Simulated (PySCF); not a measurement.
[Sn(OH)6]2- (charge -2).
Bonds: Sn1–O2, Sn1–O4, Sn1–O6, Sn1–O8, Sn1–O10, Sn1–O12. Hydrogens: H3 on O2; H5 on O4; H7 on O6; H9 on O8; H11 on O10; H13 on O12.

Theory: PBE0-D3(BJ)/def2-SVP geometry optimisation, gas phase, def2 core potentials past Kr in PySCF 2.14.0.

How far are the bound atoms from Sn1?

6 atoms: O2 2.104 Å, O12 2.105 Å, O6 2.105 Å, O4 2.106 Å, O10 2.106 Å, O8 2.106 Å. The nearest atom not counted as bound is H11, at 2.34 Å (others tie with it).

List the angles at Sn1.

| angle | degrees | distance of the outer atoms (Å) |
| --- | --- | --- |
| O10–Sn1–O12 | 179.9 | 4.21 |
| O2–Sn1–O4 | 179.8 | 4.21 |
| O6–Sn1–O8 | 179.8 | 4.21 |
| O2–Sn1–O8 | 95.2 | 3.11 |
| O2–Sn1–O10 | 95.2 | 3.11 |
| O4–Sn1–O12 | 95.2 | 3.11 |
| O6–Sn1–O10 | 95.2 | 3.11 |
| O4–Sn1–O6 | 95.2 | 3.11 |
| O8–Sn1–O12 | 95.1 | 3.11 |
| O2–Sn1–O6 | 85.0 | 2.84 |
| O6–Sn1–O12 | 84.9 | 2.84 |
| O2–Sn1–O12 | 84.9 | 2.84 |
| O8–Sn1–O10 | 84.8 | 2.84 |
| O4–Sn1–O10 | 84.7 | 2.84 |
| O4–Sn1–O8 | 84.6 | 2.84 |

What is the shape at Sn1?

Octahedral: the three widest angles are 179.9°, 179.8° and 179.8°, the others run from 84.6° to 95.2°. Differences among atoms that S6 makes equivalent are scatter left by the optimiser.

What are the other bond lengths?

O2–H3 and 5 like bonds 0.969 Å.

What are the rotational constants (commonest isotopes, rigid rotor)?

A = 1864, B = 1565, C = 1564 MHz: a prolate symmetric top.

Point group: S6 (tolerance 0.08 Å). Charge -2, singlet. Whether so highly charged an anion holds all its electrons in the gas phase wasn't checked; a finite basis holds them in any case. No counter-ion or solvent screens the charge of this multiply charged ion. The geometry's basis has no diffuse functions, a weakness for an anion. No frequency check.
